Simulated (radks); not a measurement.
The numbers below are computed, except where a source is named.
Numerical settings for neutral molybdenum, [Kr] 4d5 5s1. Code: a radial shooting solver on a logarithmic mesh with Libxc functionals. Model: non-relativistic Kohn-Sham, SCAN, spin-polarised, spherical densities, point nucleus; open shells are filled with parallel spins first (spin-orbit coupling, left out, can overturn this in heavy ions); meta-GGA in the generalised Kohn-Sham scheme; relativity is left out, which matters for an element this heavy. The defaults (mesh step 0.008 in ln r, mesh end at 40 bohr or more with all orbitals vanishing there, Anderson mixing 0.5 over 9 steps, residual threshold near 1e-9 with the energy settled to 1e-9 hartree or 1e-11 of itself, here a cap of 79 iterations) give E = -3977.918 hartree and 5s at -4.721 eV in 13 iterations. Run on one thread of a shared host, so times are rough (Arm Neoverse N1): 0.24 s of CPU time, 0.24 s wall, 13 iterations on 2725 mesh points. Changes against that run (0 stands for a change within the tolerance of the run):

| setting | iterations | converged | E (mhartree) | e(5s) (meV) | CPU (s) |
|---|---|---|---|---|---|
| mesh step in ln r 0.03 | 13 | yes | +13 | +0.056 | 0.08 |
| mesh step in ln r 0.003 | 13 | yes | +0.242 | +0.00371 | 0.63 |
| mesh step in ln r 0.005 | 13 | yes | +0.271 | +0.00377 | 0.39 |
| mesh end (bohr) 400 | 13 | yes | +0.14 | 0 | 0.25 |
| mesh end (bohr) 5 | 13 | yes | +139 | +4.3e+03 | 0.22 |
| residual threshold 1e-05 | 12 | yes | 0 | +0.00599 | 0.24 |
| residual threshold 1e-13 | 79 | no | 0 | 0 | 0.86 |
| mixing 0.2 | 16 | yes | 0 | -0.0048 | 0.29 |
| linear mixing, mixing 1 | 5 | no | diverged | - | 0.14 |
| linear mixing, mixing 0.2 | 74 | yes | 0 | 0 | 0.97 |
| mixing history 2 | 17 | yes | 0 | 0 | 0.28 |
| iteration cap 3 | 3 | no | +1.68 | +178 | 0.07 |

Settings that end as converged yet miss the energy by more than 1 mhartree: mesh step in ln r 0.03 (+0.013 hartree); mesh end (bohr) 5 (+0.139 hartree). A mesh that ends early acts as a hard wall.
